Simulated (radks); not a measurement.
The numbers below are computed, except where a source is named.
Coulomb parameter of the 4d shell of the cadmium ion Cd3+ in the model configuration [Kr] 4d8 5p1, as a second difference U = [E(n + 1) + E(n - 1) - 2 E(n)] / (1)^2 with all orbitals relaxed. "Bare": the charge of the atom changes with n. "Screened": the 5p shell takes up the change at fixed total charge, which measures U(4d,4d) + U(5p,5p) - 2 U(4d,5p). Level of theory: scalar-relativistic Kohn-Sham, PBE, spin-unpolarised, spherical densities, finite nucleus; Fermi nuclear charge, rms radius 4.6087 fm (a radial shooting solver on a logarithmic mesh with Libxc functionals).

case         configuration  E - E(n) (eV)
start         [Kr] 4d8 5p1          0.000
bare +1       [Kr] 4d9 5p1        -43.795
bare -1       [Kr] 4d7 5p1         60.074
screened +1       [Kr] 4d9        -23.379
screened -1   [Kr] 4d7 5p2         27.121

U(bare) = 16.279 eV, U(screened by 5p) = 3.742 eV, against the Slater integral F0(4d,4d) = 21.165 eV with frozen orbitals.
